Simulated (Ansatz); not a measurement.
Mulliken charges of C2H4GaN (`N=C=[CH][GaH2]`) from ωB97M-V/def2-TZVPP in Ansatz (PBE0-D4/def2-TZVP geometry).

```json
{"atom": "N1", "x (Å)": "0.337", "y (Å)": "2.062", "z (Å)": "-0.855", "charge (e)": "-0.216"}
{"atom": "C2", "x (Å)": "0.366", "y (Å)": "1.115", "z (Å)": "-0.096", "charge (e)": "0.120"}
{"atom": "C3", "x (Å)": "0.472", "y (Å)": "0.026", "z (Å)": "0.623", "charge (e)": "-0.352"}
{"atom": "Ga4", "x (Å)": "-0.381", "y (Å)": "-1.594", "z (Å)": "0.007", "charge (e)": "0.203"}
{"atom": "H5", "x (Å)": "-0.411", "y (Å)": "2.741", "z (Å)": "-0.770", "charge (e)": "0.163"}
{"atom": "H6", "x (Å)": "1.040", "y (Å)": "0.074", "z (Å)": "1.545", "charge (e)": "0.126"}
{"atom": "H7", "x (Å)": "-0.232", "y (Å)": "-2.886", "z (Å)": "0.876", "charge (e)": "-0.026"}
{"atom": "H8", "x (Å)": "-1.191", "y (Å)": "-1.537", "z (Å)": "-1.331", "charge (e)": "-0.017"}
```

By hand: the dipole of these point charges (1 e Å = 4.8032 D).

Σ q r = (-0.182, -0.087, 0.024) e Å, of length 0.203 e Å = 0.98 D.

How does the dipole of the full density compare? (An estimate is asked.)

Computed: (-0.182, 0.141, 0.193) e Å, 1.44 D; the point charges give 0.68 times that, at 65° from its direction.

Point charges leave out the atoms' own dipoles, such as those of lone pairs, and Mulliken's split depends on the basis, so the two needn't agree.
